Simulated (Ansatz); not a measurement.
`NB(O[SiH3])O[SiH3]` and `NB(Br)O[SiH3]` differ in one atom or group.

Ansatz, PBE0-D4/def2-TZVP geometries, multiplicity 1. Each molecule was computed in one conformer, which needn't be the lowest.

Scalar relativity is left out up to krypton.

```json
{"property": "LUMO energy (ωB97M-V/def2-TZVPP) / eV", "`NB(O[SiH3])O[SiH3]`": "1.53"}
{"property": "LUMO energy (B3LYP/def2-TZVPP) / eV", "`NB(O[SiH3])O[SiH3]`": "-0.25"}
{"property": "HOMO energy (PBE0/def2-TZVPP) / eV", "`NB(O[SiH3])O[SiH3]`": "-7.73"}
{"property": "HOMO–LUMO gap (B3LYP/def2-TZVPP) / eV", "`NB(O[SiH3])O[SiH3]`": "7.23"}
{"property": "HOMO–LUMO gap (PBE/def2-TZVPP) / eV", "`NB(O[SiH3])O[SiH3]`": "5.45"}
{"property": "HOMO energy (B3LYP/def2-TZVPP) / eV", "`NB(O[SiH3])O[SiH3]`": "-7.48"}
```

(1) What does the change do to each property? (An estimate is asked.)

Results:

(1) The calculation gave: 
```tsv
property	`NB(Br)O[SiH3]`	shift
LUMO energy (ωB97M-V/def2-TZVPP) / eV	1.72	0.19
LUMO energy (B3LYP/def2-TZVPP) / eV	-0.05	0.20
HOMO energy (PBE0/def2-TZVPP) / eV	-8.01	-0.28
HOMO–LUMO gap (B3LYP/def2-TZVPP) / eV	7.70	0.47
HOMO–LUMO gap (PBE/def2-TZVPP) / eV	6.01	0.56
HOMO energy (B3LYP/def2-TZVPP) / eV	-7.75	-0.27
```

With PBE0 the HOMO falls by 0.28 eV and the LUMO rises by 0.22 eV, so the gap widens by about 0.50 eV. PBE moves the HOMO by -0.35 eV and ωB97M-V by -0.16 eV.

B3LYP here is the variant with VWN-RPA as its local correlation; programs differ in this.

Spin–orbit coupling is left out; it splits and shifts lone-pair levels of the heavy atoms by tenths of an eV.
